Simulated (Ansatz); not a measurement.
As₅P₄. The state is a doublet with charge 0. Geometry PBE-D4/def2-SVP, that of the charge -1 singlet; atoms count from 1.

```
atom    x (Å)    y (Å)    z (Å)
  P1   2.0638  -0.8716   1.0441
  P2   0.2199  -2.1432   0.9140
  P3   1.6066   1.0310  -0.1377
  P4   0.3022  -0.5333   2.4565
 As5  -0.2128   1.5138   1.2774
 As6  -1.0369  -1.3002  -0.9810
 As7  -1.4281   1.4704  -2.3495
 As8   0.6150   0.1203  -2.1114
 As9  -2.1297   0.7130  -0.1124
```

The structure comes from a short search, and lower isomers may exist.

Estimate the Mulliken populations from the PBE0/def2-SVP orbitals of Ansatz.


```json
{"atom": "P1", "charge (e)": "0.00", "spin (α − β)": "0.00"}
{"atom": "P2", "charge (e)": "-0.05", "spin (α − β)": "0.07"}
{"atom": "P3", "charge (e)": "-0.10", "spin (α − β)": "0.04"}
{"atom": "P4", "charge (e)": "-0.03", "spin (α − β)": "0.00"}
{"atom": "As5", "charge (e)": "0.06", "spin (α − β)": "0.06"}
{"atom": "As6", "charge (e)": "0.04", "spin (α − β)": "0.00"}
{"atom": "As7", "charge (e)": "0.07", "spin (α − β)": "0.95"}
{"atom": "As8", "charge (e)": "0.03", "spin (α − β)": "-0.06"}
{"atom": "As9", "charge (e)": "-0.01", "spin (α − β)": "-0.06"}
```
Mulliken values and Mayer orders depend strongly on the basis.

Where does the spin sit?

Summed by element: P 0.12, As 0.88, of 1 unpaired in all. Largest on single atoms: As7 0.95, P2 0.07, As9 -0.06.

And the Mayer bond orders between bonded heavy atoms (over 0.3)?

P1–P2 0.94 (2.24 Å); P1–P3 0.92 (2.29 Å); P1–P4 0.95 (2.28 Å); P2–P4 0.95 (2.23 Å); P2–As6 0.87 (2.43 Å); P3–As5 0.92 (2.35 Å); P3–As8 0.90 (2.39 Å); P4–As5 0.91 (2.42 Å); As5–As9 0.92 (2.50 Å); As6–As8 0.92 (2.45 Å); As6–As9 0.93 (2.45 Å); As7–As8 0.97 (2.46 Å); As7–As9 0.96 (2.46 Å).
